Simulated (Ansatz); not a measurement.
Born–Oppenheimer molecular dynamics of Cl₂H₆Si₂ (10 atoms, charge 0, multiplicity 1). It starts from a rough guess of a transition structure, not a stationary point.

These are results of UKS CAM-B3LYP-D4/STO-3G (Ansatz 0.2.0), not measurements.

```json
{
  "ensemble": "NVE (velocity Verlet)",
  "time step": "0.5 fs",
  "steps asked": "150",
  "starting velocities drawn for": "100 K",
  "seed": "997603"
}
```

First frame:

```xyz
10
Properties=species:S:1:pos:R:3
Si -0.655 0.611 -0.747
Si 0.760 -1.077 0.638
H -0.942 -0.665 -1.456
H -0.259 1.467 -1.852
Cl -2.462 0.939 0.070
H 0.445 0.764 0.530
Cl 0.277 2.515 0.569
H 1.551 -1.016 1.865
H -0.327 -2.026 0.845
H 1.614 -1.511 -0.461
```

(1) What does the run give?

(2) What happens to the structure?

(3) How do temperature and energy run in time?

## Answers

(1) All steps were run.

* steps done: 150
* time covered: 75 fs
* mean temperature over the second half: 3194 K
* spread of the potential energy over the second half: 76.3 meV per atom
* mean potential energy of the second half above the start: -320.0 meV per atom

The conserved energy stayed within 0.28 meV per atom of its start (net change -0.061 meV per atom), so the integration is sound. The system heated up, since it started high on the potential surface and ran downhill. A run of 0.075 ps of so small a system gives no equilibrium averages. The orbitals stay closed-shell, which can raise the energy where a bond breaks towards radicals; this wasn't checked here. Limits of this set-up: minimal basis.

(2) The step under study would form Si1–Cl7, Si2–H6 and break Si1–Si2, H6–Cl7. These pairs go: Si1–Cl7 2.49 → 2.13 Å, Si2–H6 1.87 → 1.39 Å, Si1–Si2 2.60 → 4.62 Å, H6–Cl7 1.76 → 3.94 Å. In the last frame they stand as after the step (other bonds may differ from the relaxed reactants and products). Also parted: Si1–H6 1.69 → 4.80 Å. It ends as Cl2H2Si + H4Si. Pairs count as bonded within 1.25 times the sum of covalent radii (0.12 Å more for H–H). Another seed would give other details.

(3) 
| time (fs) | T (K) | potential energy less start (eV) | conserved less start (meV/atom) |
| --- | --- | --- | --- |
| 0.0 | 100 | 0.000 | 0.00 |
| 2.5 | 98 | 0.002 | -0.02 |
| 5.0 | 127 | -0.028 | -0.02 |
| 7.5 | 177 | -0.079 | -0.02 |
| 10.0 | 212 | -0.116 | -0.03 |
| 12.5 | 226 | -0.131 | -0.01 |
| 15.0 | 254 | -0.159 | -0.02 |
| 17.5 | 290 | -0.196 | -0.02 |
| 20.0 | 331 | -0.239 | -0.01 |
| 22.5 | 398 | -0.308 | -0.01 |
| 25.0 | 502 | -0.417 | -0.06 |
| 27.5 | 506 | -0.420 | -0.07 |
| 30.0 | 615 | -0.532 | -0.02 |
| 32.5 | 871 | -0.799 | -0.15 |
| 35.0 | 949 | -0.877 | 0.06 |
| 37.5 | 1383 | -1.329 | -0.19 |
| 40.0 | 1632 | -1.583 | 0.08 |
| 42.5 | 2179 | -2.153 | -0.28 |
| 45.0 | 2489 | -2.471 | 0.00 |
| 47.5 | 2945 | -2.943 | -0.12 |
| 50.0 | 3307 | -3.318 | -0.20 |
| 52.5 | 3466 | -3.482 | -0.07 |
| 55.0 | 3614 | -3.636 | -0.20 |
| 57.5 | 3434 | -3.448 | -0.01 |
| 60.0 | 3462 | -3.477 | -0.11 |
| 62.5 | 3498 | -3.514 | -0.04 |
| 65.0 | 3713 | -3.738 | -0.12 |
| 67.5 | 3867 | -3.897 | -0.12 |
| 70.0 | 3841 | -3.869 | -0.04 |
| 72.5 | 3911 | -3.942 | -0.13 |
| 75.0 | 3850 | -3.878 | -0.06 |

The run took 11 min on 1 CPU thread of a shared host.
